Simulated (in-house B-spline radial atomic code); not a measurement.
RPA and G0W0 on r2SCAN0: Ga II (Ga+)

Configuration [Ar] 3d10 4s2, mean-field start r2SCAN0. Computed with a B-spline radial code for spherical atoms: all electrons, scalar-relativistic (spin-free one-electron X2C), finite nucleus, each spin shell either full or empty, empty states to l = 9 with an (l + 1/2)⁻⁴ tail; G0W0 by contour deformation at full frequency.

Command:
```bash
python run_gw.py task.json out
```
Settings (radii: box in bohr, nucleus in fm):
```
Z                        31
electrons                30
configuration            [Ar] 3d10 4s2
hamiltonian              x2c
method                   r2scan0
lmax                     9
rms_radius               3.9973
spin_polarised           False
box_radius               23.78
intervals                71
ion_configuration        [Ar] 3d10 4s1
```

Time taken, with all properties: 7.8 s on 1 thread of Arm Neoverse N1, with other jobs on the host.

Energies (hartree):

| term | value |
| --- | --- |
| mean-field total | -1943.59917 |
| Hartree-Fock functional on these orbitals | -1942.01489 |
| direct second order | -2.656 |
| second-order exchange | 0.76466 |
| SOSEX correction | 0.68456 |

Q: What is the RPA correlation energy, and what remains with SOSEX?

A: RPA gives -2.2137 hartree (-2.01 eV per electron); RPA + SOSEX gives -1.5291, and the second-order doubles -1.8914 hartree (no singles). RPA lacks exchange-type terms and so overcorrelates at short range.

Quasi-particle levels (eV):

| level | occupied | mean field | Σx - vxc | Σc | QP weight | G0W0 |
| --- | --- | --- | --- | --- | --- | --- |
| 4s | yes | -17.448 | -1.63 | ? | ? | ? |
| 4p | no | -7.973 | 3.25 | -1.16 | 0.948 | -5.884 |

G0W0 = mean field + (Σx - vxc) + Σc, with Σc (partial-wave tail included) taken at the quasi-particle energy. Only the outer levels were computed. Levels of low weight are left out.

Q: Where does G0W0 put 4s?

A: At -20.723 eV, with Σc = -1.64 eV and a quasi-particle weight of 0.941. The tabulated removal energy is 20.515 eV (NIST, measured); the calculation leaves out spin-orbit coupling, Breit and QED terms, and what these don't explain is the method's own error.

Q: What does it cost to remove one electron (to [Ar] 3d10 4s1) by differences of total energies, each species on its own start (correlation terms add to the Hartree-Fock functional)?

A: r2SCAN0 20.310 eV, Hartree-Fock functional 18.655 eV, + RPA 20.710 eV, + RPA + SOSEX 20.230 eV, + second order 21.263 eV. Tabulated: 20.515 eV (NIST, measured); the calculation leaves out spin-orbit coupling, Breit and QED terms, and what these don't explain is the method's own error.
